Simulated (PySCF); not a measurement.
# Dipole moment and polarisability of `F[SiH2][Si]([SiH3])([SiH3])Cl`

Compound: ClFH8Si4.
SMILES with atom numbers: `[F:1][SiH2:2][Si:3]([SiH3:4])([SiH3:5])[Cl:6]` (hydrogens: H7, H8 on Si2; H9, H10, H11 on Si4; H12, H13, H14 on Si5)

Cartesian coordinates in Å at the GFN2-xTB level; atoms count from 1:
```xyz
14
ClFH8Si4 angstrom
F     -2.3342   -1.1429    0.8881
Si    -2.1372   -0.4428   -0.5594
Si     0.0924    0.2269   -0.4535
Si     0.4822    1.8988    1.1553
Si     1.5988   -1.5784   -0.3608
Cl     0.4560    1.1523   -2.3056
H     -2.5236   -1.5024   -1.4884
H     -3.1887    0.5717   -0.5758
H      1.8403    2.4474    1.0883
H     -0.4359    3.0382    1.0508
H      0.3136    1.3321    2.4950
H      2.9983   -1.1590   -0.4868
H      1.3691   -2.5873   -1.4008
H      1.4683   -2.2550    0.9315
```

Level: B3LYP/def2-SVPD (PySCF), static field, nuclei fixed, core orbitals frozen in the response. The polarisability tensor in these axes (au):

```
x   136.00  -3.04   3.66
y    -3.04 135.91   8.23
z     3.66   8.23 124.30
```

Diagonalise the tensor; give its mean and Δα, where Δα² is half the sum of the squared differences of the eigenvalues.

Principal values 118.78, 136.96 and 140.48 au; mean 132.07 au = 19.57 Å³ = 21.78 × 10⁻⁴⁰ C²·m²/J; Δα = 20.17 au (15 % of the mean).

What is the dipole moment, and where does it point?

(0.39, 0.12, 0.01) D, 0.41 D in size, pointing from the negative to the positive side. Measured along this direction, the outermost atoms are H7 and H8 at the negative end and H9 and H12 at the positive end.

Find the Langevin capture rate constant for NO+ (29.998 u) meeting this molecule (173.938 u), k = 2.342 × 10⁻⁹ cm³/s × √(α in Å³ / reduced mass in u).

The reduced mass is 25.59 u, so k = 2.05 × 10⁻⁹ cm³/s. The formula leaves out the permanent dipole, which adds to the capture rate.

Orientational against electronic polarisability at 273 K (dilute gas, rigid molecules)?

In Gaussian units μ²/3kT = 1.46 Å³ against 19.57 Å³, a ratio of 0.07; the Debye molar polarisation (4π/3)N_A(α + μ²/3kT) is 53.1 cm³/mol, leaving out the vibrational part.

Directions of the eigenvectors, and the extent of the frame along each?

Largest value along (-0.28, 0.88, 0.38), where the nuclei span 6.40 Å; middle along (0.92, 0.14, 0.36), 5.51 Å; least along (-0.26, -0.45, 0.85), 4.49 Å. The response follows the extents in order.

Refractivity n − 1 of an ideal gas of it at 273.15 K and 1 atm, from the electronic α?

N = p/kT = 2.6868 × 10¹⁹ cm⁻³, so n − 1 = 2π × N × 19.57 × 10⁻²⁴ cm³ = 3304 × 10⁻⁶ at long wavelengths.

Geometry: GFN2-xTB, one conformer, isolated molecule.

The run behind these numbers computed excited states as well. Hardware: Arm Neoverse V1, one thread, on a shared host. Cost: 47 s of wall time (with the writing of density and orbital grids), 0.85 GiB resident at most.
